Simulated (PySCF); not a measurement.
Frontier orbitals and the lowest excitations

Compound: C8H14Ge.
Atom-mapped SMILES: `[CH:1]1=[C:2]([CH:3]2[CH2:4][CH2:5][CH2:6]2)[CH2:7][GeH2:8][CH2:9]1` (hydrogens: H10 on C1; H11 on C3; H12, H13 on C4; H14, H15 on C5; H16, H17 on C6; H18, H19 on C7; H20, H21 on Ge8; H22, H23 on C9)

Cartesian coordinates in Å at the PBE0-D3(BJ)/def2-SVP level; atoms count from 1:
```xyz
23
C8H14Ge angstrom
C      0.334    0.106   -1.483
C     -0.130   -0.388   -0.320
C     -1.575   -0.644   -0.038
C     -2.690   -0.138   -0.974
C     -3.549    0.144    0.272
C     -2.262    0.130    1.117
C      0.850   -0.720    0.781
Ge     2.581   -0.153    0.037
C      1.803    0.333   -1.707
H     -0.364    0.340   -2.294
H     -1.711   -1.727    0.144
H     -3.078   -0.829   -1.736
H     -2.392    0.799   -1.469
H     -4.200   -0.710    0.517
H     -4.160    1.058    0.280
H     -2.294   -0.339    2.111
H     -1.832    1.140    1.215
H      0.597   -0.193    1.717
H      0.829   -1.798    1.018
H      3.632   -1.279   -0.031
H      3.191    1.051    0.783
H      2.022    1.377   -1.986
H      2.194   -0.295   -2.525
```

Computed, not measured: TDDFT wB97X-D/def2-SVPD, vertical, gas phase, core orbitals frozen in the response in PySCF. The wB97X-D/def2-SVPD calculation is non-relativistic and has no spin–orbit coupling, an omission that weighs most on germanium.

Frontier orbitals with the atoms that hold most of them (Löwdin shares over 4%, at most four atoms; ? is withheld):

| orbital | ε (eV) | atoms |
| --- | --- | --- |
| LUMO+2 | 2.36 | Ge8 31%, H21 10%, C9 10%, C7 10% |
| LUMO+1 | 2.28 | C1 22%, C2 21%, Ge8 7%, H11 7% |
| LUMO | 2.04 | ? |
| HOMO | -8.51 | ? |
| HOMO-1 | -9.75 | C7 26%, Ge8 20%, C9 16%, C3 7% |
| HOMO-2 | -10.22 | C9 22%, Ge8 21%, H21 8%, C1 7% |
| HOMO-3 | -10.59 | C4 21%, C6 20%, C3 15%, C5 11% |

Q: Which atoms hold the HOMO, and with what shares?

A: C1 (bonded to 2 C and H) 32%; C2 (bonded to 3 C) 29%; C9 (bonded to C, Ge and 2 H) 8%; C7 (bonded to C, Ge and 2 H) 6%.

Q: Give the leading atoms of the LUMO.

A: Ge8 (bonded to 2 C and 2 H) 40%; H20 (bonded to Ge) 6%; H21 (bonded to Ge) 6%; C7 (bonded to C, Ge and 2 H) 6%. By element: germanium 40%, hydrogen 12% or more, carbon 6% or more.

Q: How does S1 compare with the orbital gap of 10.55 eV?

A: S1 is at 6.59 eV (f = 0.014), 3.95 eV below the gap, made of HOMO→LUMO (78%), HOMO→LUMO+4 (9%). Without the coupling terms of the response equations the lowest excitation would equal the gap.

Q: Give energy, strength and leading configuration of S1, S2, S4 and S7, and follow the Löwdin shares of the leading atoms from the occupied to the empty orbital.

A: 
- S1 (6.59 eV, f 0.014), HOMO→LUMO (78%): C1 32% → at most 6%, C2 29% → at most 6%, Ge8 at most 6% → 40%, H20 at most 6% → 6%
- S2 (6.80 eV, f 0.229), HOMO→LUMO+1 (79%): C1 32% → 22%, C2 29% → 21%
- S4 (7.31 eV, f 0.0019), HOMO-1→LUMO+1 (77%): C7 26% → at most 7%, Ge8 20% → 7%, C1 at most 7% → 22%, C2 at most 7% → 21%
- S7 (7.77 eV, f 0.0065), HOMO-1→LUMO (74%): C7 26% → 6%, Ge8 20% → 40%, H20 at most 7% → 6%

Löwdin shares depend on the basis, the more so with diffuse functions.

Hardware: one thread, Arm Neoverse V1 (aarch64), no GPU, on a shared host. Cost: 5.8 min, 1.7 GiB resident at most.

One conformer stands for the species.
